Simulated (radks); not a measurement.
Values are calculated unless marked as measured or tabulated.
Coulomb parameter of the 5d shell of the hafnium ion Hf2+ in the model configuration [Xe] 4f14 5d1 6s1, as a second difference U = [E(n + 0.25) + E(n - 0.25) - 2 E(n)] / (0.25)^2 with all orbitals relaxed. "Bare": the charge of the atom changes with n. "Screened": the 6s shell takes up the change at fixed total charge, which measures U(5d,5d) + U(6s,6s) - 2 U(5d,6s). Level of theory: scalar-relativistic Kohn-Sham, BLYP, spin-unpolarised, spherical densities, point nucleus (a radial shooting solver on a logarithmic mesh with Libxc functionals).

start: configuration [Xe] 4f14 5d1 6s1; E - E(n) (eV) 0.000
bare +0.25: configuration [Xe] 4f14 5d1.25 6s1; E - E(n) (eV) -4.307
bare -0.25: configuration [Xe] 4f14 5d0.75 6s1; E - E(n) (eV) 4.941
screened +0.25: configuration [Xe] 4f14 5d1.25 6s0.75; E - E(n) (eV) 0.084
screened -0.25: configuration [Xe] 4f14 5d0.75 6s1.25; E - E(n) (eV) -0.036

U(bare) = 10.150 eV, U(screened by 6s) = 0.774 eV, against the Slater integral F0(5d,5d) = 12.024 eV with frozen orbitals.
